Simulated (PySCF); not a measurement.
## Name the molecule from its bond curve

A diatomic of charge 0 contains Br. Its doublet curve at UHF-CCSD(T) in a double-zeta basis (no relativity, PySCF), in eV from the separated fragments:

(R (Å), E (eV)): (1.794, -2.381), (1.873, -2.665), (1.933, -2.778), (1.993, -2.825), (2.053, -2.820), (2.132, -2.754), (2.232, -2.601), (2.352, -2.354)

The fit gives ωe = 661 cm⁻¹ and the rotational constant Bₑ = 0.5125 cm⁻¹.

Q: Which atom is the partner?

A: The minimum lies at 2.017 Å, so the reduced mass is 16.8576 u Å² cm⁻¹/(Bₑ·Re²) = 8.085 u. With Br at 78.92 u the partner weighs about 9.0 u: Be. The molecule is BeBr.

Correlated steps freeze 9 core orbitals. Spin–orbit coupling is left out. The state is the lowest determinant that a PBE0 search found; another state may lie lower at other levels.
